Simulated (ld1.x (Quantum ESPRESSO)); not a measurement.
## What one change does to a pseudopotential (palladium (Pd), TM)

palladium (Pd), norm-conserving Troullier–Martins (Kleinman–Bylander form), made with ld1.x (Quantum ESPRESSO) 7.5 (PBE, scalar-relativistic). Core [Ar] 3d10, reference 4s2 4p6 4d9 5s0 5p0 (charge +1). Waves: 4p (bound): rc 1.40 bohr; 4d (bound): rc 1.75 bohr; 4s (bound): rc 1.20 bohr. Local part: the s channel. Core correction: a·sin(br)/r model core inside 0.65 bohr.

All-electron outer shells of the reference configuration (PBE, scalar-relativistic, ld1.x):

| shell | level (eV) | outermost node (bohr) | outermost maximum (bohr) |
| --- | --- | --- | --- |
| 3d | -336.91 | – | 0.28 |
| 4s | -96.68 | 0.45 | 0.85 |
| 4p | -62.47 | 0.46 | 0.91 |
| 4d | -14.61 | 0.45 | 1.09 |
| 5s | -11.04 | 1.14 | 2.45 |
| 5p | -6.25 | 1.29 | 3.15 |

Change: local potential the d channel.

Cutoffs: the cutoffs (Ry, on a coarse ladder) from which the occupation-weighted sum of valence levels, in a spherical-Bessel basis at the reference potential, stays within 10 and 1 mRy of its value at 400 Ry; they do not see the model core or the augmentation charge, which bear on the density cutoff. Errors are all-electron minus pseudo energies relative to the spin-unpolarised reference configuration.

Problem. What does the change do?

Solution. The potential gets neither clearly harder nor softer (110 Ry and 180 Ry → 110 Ry and 180 Ry); of the 7 tests that both files solve, the error grows in 2 and shrinks in 2 by more than 15 % and 0.3 meV (median size 18.4 → 11.8 meV); the range in which the p phases agree widens (upper end 0.4 → 1.7); neither file shows a bound ghost.

```tsv
quantity	base	changed
cutoff, loose	110 Ry	110 Ry
cutoff, tight	180 Ry	180 Ry
loose cutoff by channel (10 mRy a level)	p 35 Ry, d 50 Ry, s 100 Ry	s 100 Ry, p 40 Ry, d 50 Ry
bound ghosts	none	none
error for 4s2 4p6 4d10 5s0 5p0, meV [ΔE -9.12 eV]	+0.9	-1.9
error for 4s2 4p6 4d8 5s0 5p0, meV [ΔE 20.82 eV]	+2.1	-4.0
error for 4s2 4p6 4d7 5s0 5p0, meV [ΔE 55.18 eV]	+18	-12
error for 4s1 4p6 4d10 5s0 5p0, meV [ΔE 82.45 eV]	-92	-104
error for 4s2 4p6 4d8 5s1 5p0, meV [ΔE 4.52 eV]	+381	+111
error for 4s2 4p5 4d10 5s0 5p0, meV [ΔE 48.05 eV]	-67	-73
error for 4s2 4p6 4d9.5 5s0 5p0, meV [ΔE -5.88 eV]	+0.5	-0.4
s: phases at 1.90 bohr within 0.05 rad from the reference energy up to (Ry; the scan ends near 5)	-0.9	-0.1
p: phases at 1.90 bohr within 0.05 rad from the reference energy up to (Ry; the scan ends near 5)	0.4	1.7
d: phases at 1.90 bohr within 0.05 rad from the reference energy up to (Ry; the scan ends near 5)	4.2	4.1
```
